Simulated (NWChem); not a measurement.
Molecule: CF₂I, doublet; SMILES F[C](F)I

Results from NWChem. Spin-unrestricted. In the optimisation the excess spin sits in a' (Cs, its own frame). No stability test was run on the SCF state. def2 effective core potentials on I; no spin-orbit coupling. Each level has its own optimisation; frequencies are unscaled.

```csv
level,r C–F (Å),r C–I (Å),highest harmonic frequency (cm⁻¹),lowest (cm⁻¹),zero-point energy (kcal/mol)
BLYP/def2-SVP,[?],[?],[?],[?],[?]
"LDA (Slater exchange, VWN5)/def2-SVP",1.305,2.137,1292,260,6.0
PBE0/def2-SVP,1.308,2.136,1298,270,6.1
```

Problem. Fill in the missing entries.

Solution. 
- BLYP/def2-SVP, r C–F (Å): 1.330
- BLYP/def2-SVP, r C–I (Å): 2.213
- BLYP/def2-SVP, highest harmonic frequency (cm⁻¹): 1176
- BLYP/def2-SVP, lowest (cm⁻¹): 229
- BLYP/def2-SVP, zero-point energy (kcal/mol): 5.6
